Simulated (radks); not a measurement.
Ionisation of the silicon ion Si12+, [He], to 1s1 as the strength of local exchange is varied. All-electron calculation, scalar-relativistic Kohn-Sham, Slater X-alpha exchange (alpha = 2/3 is LDA exchange), no correlation, spin-polarised, spherical densities, finite nucleus; Fermi nuclear charge, rms radius 3.1224 fm. Program: a radial shooting solver on a logarithmic mesh with Libxc functionals.

| alpha | E(Si12+) (hartree) | exchange (hartree) | IE (eV) | -e of the level emptied (eV) | <r> of it (bohr) |
|---|---|---|---|---|---|
| 0.667 | -186.63572 | -7.32055 | 2421.8 | 2340.6 (1s) | 0.1102 |
| 0.689 | -186.87728 | -7.56746 | 2425.0 | 2344.8 (1s) | 0.1102 |
| 0.766 | -187.72408 | -8.43436 | 2436.2 | 2359.7 (1s) | 0.1099 |
| 0.768 | -187.74610 | -8.45693 | 2436.5 | 2360.0 (1s) | 0.1099 |
| 0.868 | -188.84909 | -9.58928 | 2451.1 | 2379.4 (1s) | 0.1095 |
| 0.989 | -190.18851 | -10.96904 | 2468.9 | 2403.0 (1s) | 0.1090 |
| 0.996 | -190.26616 | -11.04918 | 2469.9 | 2404.3 (1s) | 0.1090 |
| 1.016 | -190.48811 | -11.27835 | 2472.9 | 2408.2 (1s) | 0.1089 |

NIST Atomic Spectra Database: 2437.7 eV (theoretical). The Delta-SCF value meets it near alpha = 0.78.
